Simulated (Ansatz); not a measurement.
Geometry optimisation, RKS PBE0-D4/6-31G* in Ansatz 0.2.0.

input.yaml

```yaml
crystal:
  periodic: [false, false, false]
  atoms:
    - { symbol: B, position_ang: [0.0, 0.0, 0.0] }
    - { symbol: O, position_ang: [0.0, 0.0, 1.76] }
    - { symbol: H, position_ang: [-0.9095, -0.2814, 2.0971] }
    - { symbol: Cl, position_ang: [1.6108, 0.0, -0.93] }
    - { symbol: F, position_ang: [-1.1431, 0.0, -0.66] }
    - { symbol: H, position_ang: [0.3178, 1.3778, 0.4698] }
    - { symbol: H, position_ang: [0.2587, 1.1216, 1.3187] }
basis:
  gaussian: { orbitals: "6-31G*" }
hamiltonian:
  xc: pbe0
  dispersion: d4
relax:
  f_tol: 0.15
  max_steps: 25
  restrain:
    - { distance: [0, 5], at: 1.19, k: 30.0 }
    - { distance: [6, 1], at: 1.01, k: 30.0 }
    - { distance: [0, 1], at: 2.61, k: 30.0 }
    - { distance: [6, 5], at: 1.86, k: 30.0 }
```

Launched with:

```bash
$ ansatz run input.yaml --threads 1 --pin off --max-ram 2048MiB --backend cpu --events-out ev --progress --plain --runs-dir out
```

Problem. Where does it end, and by what steps?

Solution. It converged. The restraints hold the end off the free minimum; the threshold counts their pulls, which the force column leaves out. Restrained pairs: B1–H6 (1.49 → 1.19 Å), O2–H7 (1.23 → 0.98 Å), B1–O2 (1.76 → 2.60 Å), H6–H7 (0.89 → 1.87 Å). After 8 steps the energy has fallen by 2.505 eV (the restraints' own energy left out); B1 moved furthest, 0.65 Å.

```json
{"step": "0", "energy less start (eV)": "0.0000", "largest force component (eV/Å)": "3.598", "accepted": "yes"}
{"step": "1", "energy less start (eV)": "-0.4331", "largest force component (eV/Å)": "4.777", "accepted": "yes"}
{"step": "2", "energy less start (eV)": "-1.4660", "largest force component (eV/Å)": "3.709", "accepted": "yes"}
{"step": "3", "energy less start (eV)": "-2.1582", "largest force component (eV/Å)": "1.272", "accepted": "yes"}
{"step": "4", "energy less start (eV)": "-2.3147", "largest force component (eV/Å)": "1.616", "accepted": "yes"}
{"step": "5", "energy less start (eV)": "-2.3415", "largest force component (eV/Å)": "2.132", "accepted": "yes"}
{"step": "6", "energy less start (eV)": "-2.4207", "largest force component (eV/Å)": "1.258", "accepted": "yes"}
{"step": "7", "energy less start (eV)": "-2.4954", "largest force component (eV/Å)": "0.922", "accepted": "yes"}
{"step": "8", "energy less start (eV)": "-2.5046", "largest force component (eV/Å)": "0.855", "accepted": "yes"}
```

```xyz
7
Properties=species:S:1:pos:R:3
B 0.152 0.450 -0.438
O 0.054 -0.020 2.117
H -0.880 -0.269 2.138
Cl 1.591 -0.287 -1.098
F -1.026 -0.102 -0.654
H 0.210 1.509 0.109
H 0.035 0.937 1.882
```

The run took 28 s on 1 thread of Arm Neoverse V1, with other jobs on the host, peak memory 0.16 GiB.
